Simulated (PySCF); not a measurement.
NMR data simulated for an unnamed compound:

1H NMR (500 MHz, computed): δ 6.36 (m, 1H), 5.76 (m, 1H), 5.40 (m, 1H), 5.36 (m, 1H), 5.14 (m, 1H), 3.55 (m, 1H), 1.34 (m, 1H), 1.31 (m, 2H), 1.01 (m, 1H).

13C{1H} NMR (computed): δ 148.2 (CH), 121.1 (CH2), 92.3 (CH), 52.6 (CH), 13.8 (CH2).

[PySCF 2.14: coordinates at the GFN2-xTB level; shieldings: GIAO PBE0/pcSseg-1; non-relativistic; in vacuum; fast rotation and ring inversion assumed for equivalent nuclei; a single conformation]

Referencing at the same level of theory: TMS for 1H (σ = 31.72 ppm), 13C (σ = 186.93 ppm).

Question: Which of these does the molecule contain: a non-aromatic C=C double bond, an OH group, a vinyl group CH=CH2, a carboxylic acid, an S-methyl group, a Si–H bond?

Answer: 
- A non-aromatic C=C double bond: yes.
- An OH group: no.
- A vinyl group CH=CH2: yes (δC 121.1, 148.2; δH 5.36 (m), 5.40 (m), 6.36 (m)).
- A carboxylic acid: no.
- An S-methyl group: no.
- A Si–H bond: yes (δH 5.76 (m)).

The data belong to `C=C[C@@H]1C[Si@@H](P)[C@@H]1F`, C$_{5}$H$_{10}$FPSi; they needn't prove each group on their own.

Carbon signals by region: 2 in the sp2 and nitrile region (100–160 ppm), 2 at 50–100 ppm, 1 below 50 ppm.

Splittings by 19F and 31P in the carbon and heteronuclear signals aren't shown, as no couplings were computed. Shifts are as computed. Against solution values, carbons near 30 ppm lie about +3 ppm off and those near 130 ppm about +5 ppm. Of 1309 compounds with measured shifts, 239 miss one by over three times the rms of a fit or turn the order of signals round; such compounds aren't used in these exercises. Multiplicities follow the n + 1 count of equivalent neighbours, as no J values were calculated; m marks all less simple cases, F and P coupling included.
